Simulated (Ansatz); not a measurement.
**Question.** Name a neutral molecule of C, F, N, O, Si and H with HOMO–LUMO gap (PBE0/def2-TZVPP) between 7.35 and 7.65 eV and LUMO energy (B3LYP/def2-TZVPP) between -1.00 and -0.70 eV (Ansatz, PBE0-D4/def2-TZVP geometry).

**Answer.** `NC1(F)O[SiH2]O1` (7.48 eV, -0.90 eV); `FC1N[SiH2]O1` (7.38 eV, -0.78 eV). Other molecules can fit too; these were computed, each in one conformer that needn't be the lowest.

B3LYP here is the variant with VWN-RPA as its local correlation; programs differ in this.
